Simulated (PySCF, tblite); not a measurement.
Isomers of C4H7N3SSi, one GFN2-xTB conformer each. Single-point energies are computed at PBE0/pcSseg-1 (PySCF, gas phase, no added dispersion term), electronic only.

**Question.** Rank them by PBE0/pcSseg-1 energy, lowest first (kJ/mol).
A. `[CH2:1]=[CH:2][c:3]1[n:4][c:5]([S:6][SiH3:7])[n:8][nH:9]1` with C1–C2–C3–N4 0°, N4–C5–S6–Si7 0°
B. `[CH2:1]=[N:2][SiH2:3][c:4]1[s:5][n:6][cH:7][c:8]1[NH2:9]` with C1–N2–Si3–C4 130°, N2–Si3–C4–S5 -177°
C. `[CH3:1][c:2]1[n:3][cH:4][n:5][n:6][c:7]1[S:8][SiH3:9]` with N6–C7–S8–Si9 0°
D. `[CH3:1][S:2][Si@:3]([NH2:4])([C:5]#[N:6])[CH2:7][C:8]#[N:9]` with C1–S2–Si3–N4 74°, S2–Si3–N4–H 164° and -42°, S2–Si3–C7–C8 -167°
E. `[CH3:1][S:2][c:3]1[cH:4][n:5][c:6]([SiH3:7])[n:8][n:9]1` with C1–S2–C3–C4 180°

**Answer.** D (0.0), A (160.2), B (178.3), C (184.0), E (275.8).

As drawn, the lowest has a C≡N group and an N–H bond, which the highest lacks; the highest has an aromatic ring and an N–N linkage, which the lowest lacks. Neighbours under 10 kJ/mol apart (C=N[SiH2]c1sncc1N and Cc1ncnnc1S[SiH3]) can change places with a better method, another conformer or zero-point energy. GFN2-xTB itself gives, in the same order: 196.3, 3.7, 114.6, 0.0, 152.8. GFN2-xTB puts Cc1ncnnc1S[SiH3] lowest instead; measured from each level's own lowest isomer, the values differ by up to 196.3 kJ/mol (CS[Si@](N)(C#N)CC#N: 196.3 against 0.0).

**Question.** Which frontier levels, dipoles and rotational constants go with these structures?

**Answer.** 
| SMILES | HOMO (eV, PBE0/pcSseg-1) | LUMO (eV) | dipole (D) | A, B, C (MHz) |
| --- | --- | --- | --- | --- |
| CS[Si@](N)(C#N)CC#N | -7.63 | -0.97 | 4.42 | 1769, 788.5, 670.6 |
| C=Cc1nc(S[SiH3])n[nH]1 | -6.55 | -1.54 | 4.84 | 1985, 913.9, 630.7 |
| C=N[SiH2]c1sncc1N | -6.06 | -1.24 | 4.28 | 2350, 837.5, 631.9 |
| Cc1ncnnc1S[SiH3] | -7.28 | -2.17 | 1.57 | 2040, 1044, 700.1 |
| CSc1cnc([SiH3])nn1 | -6.89 | -2.04 | 1.67 | 4029, 587.0, 517.1 |

**Question.** What happens when harmonic zero-point energies from GFN2-xTB frequencies are added?

**Answer.** 
```csv
SMILES,ZPE (kJ/mol),electronic (kJ/mol),with ZPE (kJ/mol)
CS[Si@](N)(C#N)CC#N,284.2,0.0,0.0
C=Cc1nc(S[SiH3])n[nH]1,279.6,160.2,155.6
C=N[SiH2]c1sncc1N,278.7,178.3,172.8
Cc1ncnnc1S[SiH3],278.0,184.0,177.7
CSc1cnc([SiH3])nn1,269.8,275.8,261.4
```

The zero-point energies span 14.4 kJ/mol. The order is unchanged.
